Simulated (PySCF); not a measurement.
# Sn(3+) (tin, charge +3) across methods

[Kr] 4d10 5s1, 2S determinant. All numbers are calculated (PySCF 2.14, a scalar-relativistic core potential, in aug-cc-pwCVTZ-PP with ECP28MDF (8s7p6d4f1g, 96 functions)).

```json
{"method": "PBE0", "E (hartree)": "-212.3490", "mean ε 4d α (eV)": "-57.789", "mean ε 4d β (eV)": "-57.480", "mean ε 5s α (eV)": "-37.509", "Σ⟨r²⟩ (bohr²)": "25.58", "⟨S²⟩": "0.750"}
{"method": "LDA", "E (hartree)": "-211.9606", "mean ε 4d α (eV)": "-55.148", "mean ε 4d β (eV)": "-54.850", "mean ε 5s α (eV)": "-37.064", "Σ⟨r²⟩ (bohr²)": "25.68", "⟨S²⟩": "0.750"}
{"method": "PBE", "E (hartree)": "-212.3295", "mean ε 4d α (eV)": "-55.007", "mean ε 4d β (eV)": "-54.682", "mean ε 5s α (eV)": "-36.612", "Σ⟨r²⟩ (bohr²)": "25.62", "⟨S²⟩": "0.750"}
{"method": "UHF", "E (hartree)": "-211.53476", "mean ε 4d α (eV)": "-64.904", "mean ε 4d β (eV)": "-64.639", "mean ε 5s α (eV)": "-39.469", "Σ⟨r²⟩ (bohr²)": "25.66", "⟨S²⟩": "0.751"}
{"method": "wB97X", "E (hartree)": "-212.3839", "mean ε 4d α (eV)": "-60.097", "mean ε 4d β (eV)": "-59.919", "mean ε 5s α (eV)": "-39.644", "Σ⟨r²⟩ (bohr²)": "25.52", "⟨S²⟩": "0.750"}
{"method": "r2SCAN", "E (hartree)": "-212.4117", "mean ε 4d α (eV)": "-55.671", "mean ε 4d β (eV)": "-55.309", "mean ε 5s α (eV)": "-36.852", "Σ⟨r²⟩ (bohr²)": "25.51", "⟨S²⟩": "0.751"}
{"method": "BHandHLYP", "E (hartree)": "-212.2904", "mean ε 4d α (eV)": "-60.401", "mean ε 4d β (eV)": "-60.148", "mean ε 5s α (eV)": "-38.461", "Σ⟨r²⟩ (bohr²)": "25.60", "⟨S²⟩": "0.750"}
{"method": "TPSS", "E (hartree)": "-212.2559", "mean ε 4d α (eV)": "-55.025", "mean ε 4d β (eV)": "-54.684", "mean ε 5s α (eV)": "-36.379", "Σ⟨r²⟩ (bohr²)": "25.61", "⟨S²⟩": "0.750"}
```

Estimate the same row for B3LYP.

E (hartree) = -212.4023; mean ε 4d α (eV) = -57.241; mean ε 4d β (eV) = -56.973; mean ε 5s α (eV) = -37.565; Σ⟨r²⟩ (bohr²) = 25.62; ⟨S²⟩ = 0.750.

Energies and moments cover only the electrons outside the core potential.
